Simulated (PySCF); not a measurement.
An unknown shows these calculated signals:

1H NMR (400 MHz, computed): δ 6.20 (m, 1H), 4.49 (m, 1H), 3.51 (d, 3H), 1.35 (d, 3H), 0.04 (br s, 1H).

13C{1H} NMR (computed): δ 137.3 (C), 74.2 (CH), 22.8 (CH3).

PySCF 2.14.0 with density-fitted response routines calculation with σ from GIAO-PBE0/pcSseg-1 and structure optimised with GFN2-xTB; isolated molecule, one computed conformer, non-relativistic, equivalent nuclei averaged.

δ = σ(ref) − σ, references computed at the same level: 1H (σref 31.72) and 13C (σref 186.93) vs TMS.

**Question.** Which of these does the molecule contain: an NH or NH2 group, a tert-butyl group, a heteroaromatic ring, a Si–H bond, a benzene ring?

**Answer.** 
- An NH or NH2 group: yes (δH 0.04 (br s)).
- A tert-butyl group: no.
- A heteroaromatic ring: no.
- A Si–H bond: yes (δH 6.20 (m)).
- A benzene ring: no.

The data belong to `N1[C@@H](C)C(F)(F)[Si@H]1[SiH3]`, C3H9F2NSi2; they needn't prove each group on their own.

Carbon signals by region: 1 in the sp2 and nitrile region (100–160 ppm), 1 at 50–100 ppm, 1 below 50 ppm.

Exchangeable OH/NH protons stand at their gas-phase positions; hydrogen bonding in a real sample shifts them, mostly to higher δ. Splittings by 19F in the carbon and heteronuclear signals aren't shown, as no couplings were computed. Shifts are as computed. Against solution values, carbons near 30 ppm lie about +3 ppm off and those near 130 ppm about +5 ppm. Of 1309 compounds with measured shifts, 239 miss one by over three times the rms of a fit or turn the order of signals round; such compounds aren't used in these exercises. No couplings were computed; multiplicities are counted from neighbouring protons, with m where these are inequivalent, close in shift, in a saturated or five-membered ring or joined by F or P, and br s for small geminal =CH2 splittings.
